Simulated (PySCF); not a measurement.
# Electron correlation in Hf (hafnium, neutral)

[Xe] 4f14 5d2 6s1 6p1, one real determinant (an excited configuration). Computed with PySCF 2.14 in aug-cc-pVTZ-PP with ECP60MDF (6s6p5d3f2g, 88 functions), with a scalar-relativistic core potential. Frozen: 5s2 5p6; 4 electrons correlated.

MP2 pair energies summed by pair of shells (mhartree):

| pair | energy | share (%) |
| --- | --- | --- |
| 5d-6s | -6.78 | 38.6 |
| 5d-6p | -5.35 | 30.4 |
| 5d-5d | -3.67 | 20.9 |
| 6s-6p | -1.78 | 10.1 |

Total MP2 correlation energy: -17.59 mhartree.

Same-spin part -17.59 and opposite-spin part 0.00 mhartree; SCS-MP2 scales them by 1/3 and 6/5 to -5.86 mhartree.

The reference is one real determinant that mixes LS terms of this configuration.
